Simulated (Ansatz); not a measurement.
**Energy profile**

The step: CH₆GeS ([CH3][GeH2][SH]) + H₂ → CH₆Ge ([CH3][GeH3]) + H₂S; bonds formed: Ge1–H7, S2–H6; bonds broken: Ge1–S2, H6–H7 (atoms numbered as in the saddle structure below).

| atom | x (Å) | y (Å) | z (Å) |
| --- | --- | --- | --- |
| Ge1 | -0.6510 | -0.2632 | 0.3310 |
| S2 | 1.8296 | -1.1280 | -0.1613 |
| H3 | -1.1091 | -1.6842 | -0.0391 |
| H4 | -1.6835 | 0.2117 | 1.3993 |
| C5 | -0.4561 | 1.0752 | -1.0553 |
| H6 | 1.1500 | -0.1934 | 1.1738 |
| H7 | 0.5019 | 0.2241 | 1.7061 |
| H8 | 1.6574 | -2.2336 | 0.5816 |
| H9 | -1.3959 | 1.6148 | -1.1825 |
| H10 | 0.3209 | 1.7840 | -0.7672 |
| H11 | -0.1640 | 0.5925 | -1.9865 |

Electronic energies by CCSD(T) at an estimated basis limit (MP2 extrapolated from triple and quadruple zeta, plus CCSD(T) − MP2 in triple zeta), on PBE0-D4/def2-TZVP structures; CH$_{8}$GeS, singlet; no counterpoise correction. Ansatz 0.2.0; basis: def2-TZVPP and def2-QZVPP; cores frozen in the correlated methods. Filled d shells of the heavier atoms are correlated. The def2 sets are not built for correlating such inner shells, so the correlated values are less sure here. Extrapolation: Hartree–Fock as exp(−7.88 √X), correlation as X^−2.97.

**Question.** Give the profile in kcal/mol, counted from the separated reactants. (An estimate is asked for; the value comes from the calculation.)

**Answer.** The calculation gives:
```csv
point,kcal/mol
"separated: CH$_{6}$GeS (linked as [CH3][GeH2][SH]; Ge1, S2, H3, H4, C5, H8, H9, H10, H11; singlet) + H$_{2}$ (H6, H7; singlet)",0.00
start structure,-0.76
saddle,59.65
end structure,5.20
"separated: CH$_{6}$Ge (linked as [CH3][GeH3]; Ge1, H3, H4, C5, H7, H9, H10, H11; singlet) + H$_{2}$S (S2, H6, H8; singlet)",7.04
```

No T1 diagnostic of these runs exceeds 0.013.

For scale, one of the runs: CCSD(T)/def2-TZVPP, 233 basis functions, launched by `ansatz run in.yaml --threads 4 --pin off --events-out ev --progress --plain --max-ram 9574MiB`. Time: 84 s of wall clock on 4 CPU threads of an Arm Neoverse V2; the host was shared. Peak host memory: 4 GiB.
